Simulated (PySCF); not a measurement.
Species: 2-hexen-4-olide, C6H8O2.
SMILES with atom numbers: `[CH3:1][CH2:2][C@@H:3]1[CH:4]=[CH:5][C:6](=[O:7])[O:8]1` (hydrogens: H9, H10, H11 on C1; H12, H13 on C2; H14 on C3; H15 on C4; H16 on C5)

The closed-shell SCF was solved with PySCF and density fitting under several settings on one GFN2-xTB geometry (grid level 2 and gas phase unless stated).

```
                                                        settings  basis functions  SCF cycles     E (Eh)  HOMO (eV)  LUMO (eV)  dipole (D)
PBE0/IGLO-II, fitting basis def2-qzvpp-jkfit, level shift 0.2 Eh              224          12  -383.5600      -7.91      -1.30        5.06
                                PBE0/cc-pVDZ, IEF-PCM chloroform              152          14  -383.4969      -7.87      -0.98        5.77
```

Estimate the row for these settings: BP86/pcSseg-1, IEF-PCM water.

```
                    settings  basis functions  SCF cycles     E (Eh)  HOMO (eV)  LUMO (eV)  dipole (D)
BP86/pcSseg-1, IEF-PCM water              176          15  -383.8773      -6.72      -2.23        6.59
```

Over all rows, what range does the HOMO–LUMO gap span?

From 4.49 eV (BP86/pcSseg-1, IEF-PCM water) to 6.89 eV (PBE0/cc-pVDZ, IEF-PCM chloroform). The functional of the narrowest has no exact exchange, that of the widest 25 % exact exchange.

Cycle counts include a coarse-grid stage where the run had one. The structure is a single GFN2-xTB conformer; no vibrational corrections.

Conformer computed: `[CH3:1][CH2:2][C@@H:3]1[CH:4]=[CH:5][C:6](=[O:7])[O:8]1`: C1–C2–C3–C4 -179°.
